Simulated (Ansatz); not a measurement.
`N#CO` and `N#COBO` differ in one atom or group.

Ansatz, PBE0-D4/def2-TZVP geometries, multiplicity 1. Each molecule was computed in one conformer, which needn't be the lowest.

| property | `N#CO` |
| --- | --- |
| LUMO energy (PBE0/def2-TZVPP) / eV | -0.38 |
| size of the dipole moment (B3LYP/def2-TZVPP) / D | 4.00 |
| ideal-gas entropy at 298 K and 1 bar (rigid rotor, harmonic PBE0-D4/def2-TZVP) / J/(mol·K) | 241 |
| size of the dipole moment (ωB97M-V/def2-TZVPP) / D | 4.00 |
| zero-point energy (PBE0-D4/def2-TZVP) / kJ/mol | 57.3 |
| LUMO energy (ωB97M-V/def2-TZVPP) / eV | 1.14 |

(1) What does the change do to each property? (Estimate.)

## Answers

(1) Computed: 
```json
{"property": "LUMO energy (PBE0/def2-TZVPP) / eV", "`N#COBO`": "-0.56", "shift": "-0.18"}
{"property": "size of the dipole moment (B3LYP/def2-TZVPP) / D", "`N#COBO`": "5.08", "shift": "1.08"}
{"property": "ideal-gas entropy at 298 K and 1 bar (rigid rotor, harmonic PBE0-D4/def2-TZVP) / J/(mol·K)", "`N#COBO`": "299", "shift": "58"}
{"property": "size of the dipole moment (ωB97M-V/def2-TZVPP) / D", "`N#COBO`": "5.09", "shift": "1.09"}
{"property": "zero-point energy (PBE0-D4/def2-TZVP) / kJ/mol", "`N#COBO`": "108.8", "shift": "51.5"}
{"property": "LUMO energy (ωB97M-V/def2-TZVPP) / eV", "`N#COBO`": "1.38", "shift": "0.24"}
```

The zero-point energy changes by 51.5 kJ/mol with +9 modes. Dipoles are sizes alone; their direction can turn.

B3LYP here is the variant with VWN-RPA as its local correlation; programs differ in this.
